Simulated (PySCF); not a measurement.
PySCF 2.14 output of an unrestricted M06-2X calculation on a single atom or ion in def2-SVP with the def2 core potential (28 electrons) (5s3p2d1f, 31 functions), with a scalar-relativistic core potential:

```
SCF conv_tol = 1e-09
number electrons alpha = 9  beta = 6
    Y. Zhao and D. G. Truhlar.,  Theor. Chem. Acc. 120, 215 (2008)
    Y. Zhao and D. G. Truhlar.,  Theor. Chem. Acc. 120, 215 (2008)
cycle= 1 E= -109.421824675732  delta_E= -0.00235  |g|= 0.0126  |ddm|= 0.0923
cycle= 2 E= -109.421869995416  delta_E= -4.53e-05  |g|= 0.00263  |ddm|= 0.016
cycle= 3 E= -109.421873125731  delta_E= -3.13e-06  |g|= 0.000382  |ddm|= 0.00325
cycle= 4 E= -109.42187318129  delta_E= -5.56e-08  |g|= 6.63e-06  |ddm|= 0.000421
cycle= 5 E= -109.421873181312  delta_E= -2.25e-11  |g|= 4.69e-07  |ddm|= 9.95e-06
converged SCF energy = -109.421873181312  <S^2> = 3.7522675  2S+1 = 4.0011336
```

The run itself started from symmetry-adapted Hartree-Fock orbitals and held the occupation by maximum overlap, on a logarithmic radial grid, so the iterations belong to that start.

Which element, charge and spin multiplicity is this?

Rh²⁺ (rhodium, charge +2), multiplicity 4; the state was [Kr] 4d7, high-spin 4F determinant.

Energies and moments cover only the electrons outside the core potential.
